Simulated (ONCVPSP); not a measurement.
## An all-electron radial function and its pseudo partner (Re (Z = 75))

Columns: radius, all-electron u(r) and pseudo u(r) of the 5p shell (level -51.00 eV) of rhenium in the configuration [Kr] 4d10 4f14 5s2 5p6 5d5 6s1.5; LDA (Perdew-Wang 92), scalar-relativistic, ONCV scheme, ONCVPSP 4.0.1.

```json
{"r (bohr)": "0.103", "all-electron": "0.2254", "pseudo": "0.0256"}
{"r (bohr)": "0.205", "all-electron": "0.1355", "pseudo": "0.0984"}
{"r (bohr)": "0.308", "all-electron": "-0.4530", "pseudo": "0.2116"}
{"r (bohr)": "0.410", "all-electron": "-0.5197", "pseudo": "0.3508"}
{"r (bohr)": "0.513", "all-electron": "-0.1940", "pseudo": "0.5039"}
{"r (bohr)": "0.615", "all-electron": "0.2304", "pseudo": "0.6527"}
{"r (bohr)": "0.718", "all-electron": "0.6005", "pseudo": "0.7862"}
{"r (bohr)": "0.820", "all-electron": "0.8557", "pseudo": "0.8907"}
{"r (bohr)": "0.923", "all-electron": "1.0025", "pseudo": "0.9614"}
{"r (bohr)": "1.025", "all-electron": "1.0585", "pseudo": "0.9943"}
{"r (bohr)": "1.128", "all-electron": "1.0503", "pseudo": "0.9914"}
{"r (bohr)": "1.230", "all-electron": "0.9999", "pseudo": "0.9575"}
{"r (bohr)": "1.332", "all-electron": "0.9249", "pseudo": "0.8996"}
{"r (bohr)": "1.435", "all-electron": "0.8367", "pseudo": "0.8242"}
{"r (bohr)": "1.538", "all-electron": "0.7447", "pseudo": "0.7399"}
{"r (bohr)": "1.640", "all-electron": "0.6555", "pseudo": "0.6541"}
{"r (bohr)": "1.743", "all-electron": "0.5707", "pseudo": "0.5704"}
{"r (bohr)": "1.845", "all-electron": "0.4938", "pseudo": "0.4937"}
{"r (bohr)": "1.948", "all-electron": "0.4239", "pseudo": "0.4239"}
{"r (bohr)": "2.050", "all-electron": "0.3627", "pseudo": "0.3626"}
{"r (bohr)": "2.153", "all-electron": "0.3085", "pseudo": "0.3084"}
{"r (bohr)": "2.255", "all-electron": "0.2619", "pseudo": "0.2618"}
{"r (bohr)": "2.358", "all-electron": "0.2213", "pseudo": "0.2213"}
{"r (bohr)": "2.460", "all-electron": "0.1868", "pseudo": "0.1868"}
{"r (bohr)": "2.562", "all-electron": "0.1574", "pseudo": "0.1574"}
{"r (bohr)": "2.665", "all-electron": "0.1321", "pseudo": "0.1321"}
```

Task: How many radial nodes do the two functions have?

Result: The all-electron 5p function has n − l − 1 = 3 (the table is too coarse to show those close to the nucleus); the pseudo-wave has 0, since the states of the same l below it are removed with the core.

Task: At about which radius was the pseudo-wave matched?

Result: 2.05 bohr. The columns agree to 0.0005 from 1.74 bohr on; several derivatives are matched, so the curves merge somewhat inside the radius.

Task: Is the pseudo-wave norm-conserving?

Result: Yes: the ONCV scheme keeps the norm inside the radius equal to the all-electron one, which fixes the energy derivative of the logarithmic derivative at the level.
